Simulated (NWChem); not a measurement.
System: C4H5Cl; SMILES C#CCCCl

Here is an NWChem input.

```
start job
memory heap 200 mb stack 900 mb global 1100 mb
geometry units angstroms noautoz
  C      0.944357    -2.381645    -0.124755
  C      0.055895    -1.587770     0.087763
  C     -1.019325    -0.634323     0.329387
  C     -0.886369     0.672658    -0.438828
  Cl     0.534771     1.618117     0.078935
  H      1.736954    -3.083399    -0.307938
  H     -1.084203    -0.415363     1.408425
  H     -1.982534    -1.095016     0.045739
  H     -0.779924     0.489375    -1.516527
  H     -1.771688     1.301092    -0.272006
end
basis spherical
  * library def2-tzvp
end
dft
  xc xpbe96 cpbe96
  iterations 150
  semidirect filesize 400000000
  mulliken
end
task dft energy
```

The geometry was optimised at PBE0/def2-SVP.

Problem. What results follow from this input? (PBE/def2-TZVP.) Quantities: energy (Ha); highest occupied level (eV); orbital gap (eV); dipole (D).

Solution. 
```yaml
energy (Ha): -615.23
highest occupied level (eV): -6.62
orbital gap (eV): 6.13
dipole (D): 1.93
```
